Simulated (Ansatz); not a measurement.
Ansatz (a quantum-chemistry and plane-wave program) input:

Ansatz 0.2 input:
```yaml
crystal:
  periodic: [false, false, false]
  atoms:
    - {symbol: S, position_ang: [0.99284409, -0.46476956, 0.00704070]}
    - {symbol: S, position_ang: [-0.88384757, 0.49897825, -0.00585391]}
    - {symbol: H, position_ang: [-1.74394422, -0.54733919, -0.01898866]}
basis:
  gaussian:
    orbitals: cc-pVTZ-DK
total_charge: -1
magnetization: {spin_polarized: false}
correlation: {method: ccsd_t, electrons: outside_noble_gas}
```

**Question.** Predict the final energy.

**Answer.** -798.26671 Eh (X2C-CCSD(T)/cc-pVTZ-DK). The basis has 82 functions.
